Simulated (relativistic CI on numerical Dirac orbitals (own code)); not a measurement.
**Slater and spin-orbit integrals, Ba11+**

These numbers are calculated, not measured: Dirac-Coulomb-Breit CI, separate exchange-only KLI orbitals for each configuration, QED by a radiative potential, unscaled Slater integrals (own radial code, finite nucleus).

Slater integrals F^k, G^k are unscaled and averaged over j, outside the closed core [Ar] 3d10; ζ comes from projecting the Hamiltonian with its Breit term on Σ l·s of the shell.

- 4s²4p⁶4d⁹: ζ(4d) = 8703.1 cm⁻¹; <r>(4d) = 0.7645, <r^2>(4d) = 0.6714 (bohr units).
- 4s²4p⁵4d¹⁰: ζ(4p) = 85095 cm⁻¹; <r>(4p) = 0.7017, <r^2>(4p) = 0.558 (bohr units).
- 4s²4p⁶4d⁸4f: F^2(4d,4d) = 132900, F^4(4d,4d) = 89322, ζ(4d) = 8775.4, F^2(4d,4f) = 119780, F^4(4d,4f) = 77725, G^1(4d,4f) = 142110, G^3(4d,4f) = 90374, G^5(4d,4f) = 64252, ζ(4f) = 552.6 cm⁻¹; <r>(4d) = 0.7627, <r^2>(4d) = 0.6684, <r>(4f) = 0.8852, <r^2>(4f) = 0.9226 (bohr units).

Problem. Give the Racah parameters of the d shell in 4s²4p⁶4d⁸4f.

Solution. B = F²/49 − 5F⁴/441 = 1700 cm⁻¹ and C = 35F⁴/441 = 7089 cm⁻¹.

Averages of the first 10 configurations, taken without configuration mixing, which lowers the lowest level and can move excited configurations by several eV; other configurations of the list can lie among them:

```tsv
Configuration	Parity	States	Average energy above the lowest level (eV)
4s²4p⁶4d⁹	even	10	2.3
4s²4p⁵4d¹⁰	odd	6	107.1
4s²4p⁶4d⁸4f	odd	630	105.2
4s²4p⁶4d⁸5s	even	90	88.7
4s4p⁶4d¹⁰	even	2	176.0
4s²4p⁶4d⁸5p	odd	270	110.2
4s²4p⁵4d⁹4f	even	840	208.7
4s²4p⁶4d⁸5d	even	450	141.8
4s²4p⁶4d⁷4f5s	odd	3360	193.2
4s²4p⁶4d⁷5s5p	odd	1440	200.7
```
